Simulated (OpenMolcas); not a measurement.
A calculation on C+.

```
Program             : OpenMolcas
Method              : SS-RASPT2, IPEA 0.25 Eh, imaginary shift 0.1 Eh (closed shells correlated: 1s 2s)
Basis               : ANO-RCC-VQZP [5s4p3d2f1g]
Scalar Hamiltonian  : DKH2, point nucleus
Active space        : 1 electron in 9 orbitals (RAS2 2p; RAS3 3s 3d, at most 1 electron)
State averaging     : 2S+1 = 2 odd, 3 roots; 2S+1 = 2 even, 6 roots
Spin-orbit coupling : RASSI with atomic mean-field integrals over the reference wave functions, term energies averaged over their components
```

Problem. Which level of the active space comes out lowest?

Solution. 2s2 2p 2P* 1/2, with 100 % of that term; it is also the measured ground level.

Problem. How high does 2s2 3d 2D 3/2 lie?

Solution. 167630 cm-1 above the lowest level; measured 145549 cm-1 above the ground level, so the calculation is off by +15 %.

Problem. How high does 2s2 3d 2D 5/2 lie?

Solution. 167630 cm-1 above the lowest level; measured 145551 cm-1 above the ground level, so the calculation is off by +15 %.

Problem. How high does 2s2 3s 2S 1/2 lie?

Solution. 117970 cm-1 above the lowest level; measured 116538 cm-1 above the ground level, so the calculation is off by +1 %.

Measured values: NIST Handbook of Basic Atomic Spectroscopic Data.

Term energies are means over components that CASPT2 splits; among the terms shown or strongly mixed into the levels shown the widest spread is 680 cm-1 (2s2 3d 2D). ANO sets are built for valence states and can reach diffuse excited orbitals poorly. With one active electron, CASPT2 adds the correlation within the correlated inactive shells and between them and that electron, and leaves the splitting within a term as the reference gives it. Measured partners are found by configuration, term and J. A level has none where our copy of the source lacks it or the pairing is in doubt (some pairs that miss far off the trend of their configuration count as doubtful), and it then counts in no deviation. Only configurations of the active space appear.

* marks odd parity.
